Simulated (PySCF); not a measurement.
Species: cyclopentadienecarbonitrile, C6H5N.
Numbering: `[N:1]#[C:2][C:3]1=[CH:4][CH:5]=[CH:6][CH2:7]1` (hydrogens: H8 on C4; H9 on C5; H10 on C6; H11, H12 on C7)

The geometry is computed with GFN2-xTB (gas phase).

Entries marked ? are missing. Bonds in one row agree within 0.01 Å.

| coordinate | value |
| --- | --- |
| N1≡C2 | ? |
| C2–C3 | 1.397 Å |
| C3=C4 | 1.355 Å |
| C4–C5 | ? |
| C5=C6 | ? |
| C6–C7 | 1.489 Å |
| C3–C7 | 1.501 Å |
| C4–H8 | 1.075 Å |
| C5–H9 | 1.075 Å |
| C6–H10 | 1.074 Å |
| C7–H11, C7–H12 | 1.092 Å |
| N1–C2–C3 | ? |
| C2–C3–C4 | 127.6° |
| C2–C3–C7 | ? |
| C4–C3–C7 | 109.2° |
| C3–C4–C5 | ? |
| C4–C5–C6 | 109.5° |
| C5–C6–C7 | 109.8° |
| C3–C7–C6 | 102.4° |

**Question.** Estimate the withheld lengths and angles.

**Answer.** 
- N1≡C2 = 1.149 Å, drawn triple (nitrile nitrogen to nitrile carbon); 0.25 Å below the sum of covalent radii, 1.40 Å.
- C4–C5 = 1.438 Å, drawn single (both ends alkene CH carbon); 0.02 Å below the sum of covalent radii, 1.46 Å.
- C5=C6 = 1.343 Å, drawn double (both ends alkene CH carbon); 0.12 Å below the sum of covalent radii, 1.46 Å.
- N1–C2–C3 = 179.3°, at the nitrile carbon; the outer atoms are 2.546 Å apart.
- C2–C3–C7 = 123.2°, at the fully substituted alkene carbon; the outer atoms are 2.549 Å apart.
- C3–C4–C5 = 109.1°, at the alkene CH carbon, inside a 5-membered ring; the outer atoms are 2.276 Å apart.

Radii are Cordero's, carbon taken as 0.76, 0.73 or 0.69 Å for four, three, and two or fewer neighbours.

Not checked by GFN2-xTB frequencies.
